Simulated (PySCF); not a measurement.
**Two-component Hartree-Fock for Kr+ (krypton, charge +1)**

Start: [Ar] 3d10 4s2 4p5; 4p1/2 filled at m_j = +1/2; 4p3/2 filled at m_j = -3/2, -1/2, +1/2, +3/2. Calculated with PySCF 2.14 in x2c-TZVPall-2c (6s7p4d1f, 54 functions): generalised Hartree-Fock with the X2C-1e Hamiltonian and a Gaussian nucleus; one run each with spin-orbit coupling (SO) screened by Boettger's factors, then bare. This is a chosen level, not necessarily the ground level.

```
spinor shell  electrons  ε, screened SO (eV)  ε, bare SO (eV)  weight of nominal j (bare SO)  rms radius, bare SO (bohr)
       1s1/2          2             -14416.6         -14416.5                          1.000                      0.0478
       2s1/2          2              -1972.7          -1972.7                          1.000                       0.199
       2p1/2          2              -1777.0          -1779.3                          1.000                       0.174
       2p3/2          4              -1722.6          -1721.6                          1.000                       0.178
       3s1/2          2              -317.41          -317.42                          1.000                       0.565
       3p1/2          2              -246.45          -246.81                          1.000                       0.575
       3p3/2          4              -238.29          -238.14                          1.000                       0.585
       3d3/2          4              -114.81          -115.13                          1.000                       0.608
       3d5/2          6              -113.54          -113.34                          1.000                       0.613
       4s1/2          2              -42.785          -42.789                          0.999                        1.67
       4p1/2          1              -26.438          -26.476                          0.987                        1.93
       4p3/2          4              -24.591          -24.580                          0.989                        1.99
```

| quantity | screened SO | bare SO |
| --- | --- | --- |
| E (hartree) | -2787.76235 | -2787.78244 |
| M_J | 1/2 | 1/2 |
| ⟨J²⟩ | 0.859 | 0.849 |
| ⟨L²⟩ | 2.024 | 2.025 |
| ⟨S²⟩ | 0.761 | 0.762 |

Each row is a mean over spinors that exchange with the open shell spreads, by up to 2.137 eV (4s1/2).

⟨J²⟩ departs a little from M_J(M_J + 1) because the unrestricted spinors polarise the closed shells.
